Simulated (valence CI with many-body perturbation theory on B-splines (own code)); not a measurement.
# Questions on Pm¹¹⁺

Method: relativistic CI+MBPT: four valence electrons over a frozen Dirac-Fock core [Kr] 4d10, radial functions for each j: 8 s, 8 p, 9 d, 9 f, 6 g, 3 h, 2 i, with the one-electron correlation potential Σ1 (screened to all orders), the two-electron term Σ2, the three-electron term Σ3, Breit, model QED; selected single and double excitations, second order for the rest (own B-spline code, finite nucleus).

No measured levels were compared; by estimate terms of the open shell hold to a few per cent of their energy, and close levels can change places; configurations with another count of f electrons can be misplaced by thousands of cm⁻¹. Core correlation moves these levels by up to 53000 cm⁻¹, and in measured spectra 5 to 20 % of such shifts remained as error; rates that hang on mixing are uncertain with them. Among the levels kept, up to 340 cm⁻¹ of a level comes from second order outside the variational space, and about a tenth of that is noise between levels of different J, which matters for small intervals.

Names give the largest LS component (configuration and term), which can be under half, so a name can repeat, a term be missing and a line seem to break the LS rules; names also repeat where a configuration has a term twice.

Rates and lifetimes use the calculated energies. Strong lines usually hold to 10 to 20 %, long lifetimes can be off by a factor of two.

Problem. What is the ground level?

Solution. 4f²5s² ³H_4, composition 94 % 4f²5s² ³H + 4 % 4f²5s² ¹G, g = 0.806.

Problem. Where does the other parity begin?

Solution. At 4f³5s ⁵I°_4, 15.424 eV.

Problem. Among levels below 20.500 eV, which E1 lines absorb most strongly from the ground level?

Solution. to 4f²5s5p ³H°_5 at 61.29 nm, f = 0.0177; to 4f²5s5p ⁵H°_4 at 61.88 nm, f = 0.0150; to 4f²5s5p ⁵H°_3 at 62.73 nm, f = 0.0132.

Problem. What are the static dipole polarisabilities of the lowest levels?

Solution. 4f²5s² ³H_4 1.74 (tensor 0.029); 4f²5s² ³H_5 1.73 (tensor 0.031); 4f²5s² ³H_6 1.73 (tensor 0.036); 4f²5s² ³F_2 1.73 (tensor -0.0082) bohr³, of which the core gives 0.279.

Problem. Name the longest-lived excited levels whose lifetime is computed, and their main decay.

Solution. 4f²5s² ³F_2 at 0.979 eV lives 6710 s, mostly by E2 to 4f²5s² ³H_4; 4f²5s² ³P_0 at 4.153 eV lives 5.97 s, mostly by E2 to 4f²5s² ³F_2; 4f²5s² ³F_3 at 1.297 eV lives 2.16 s, mostly by M1 to 4f²5s² ³F_2.

Problem. What is the ionisation energy?

Solution. 196.65 eV; NIST lists 202 ± 10 eV (theoretical).

Problem. How is the term ³H of the ground level split?

Solution. J = 4 at 0.000, J = 5 at 0.476, J = 6 at 0.959 eV.
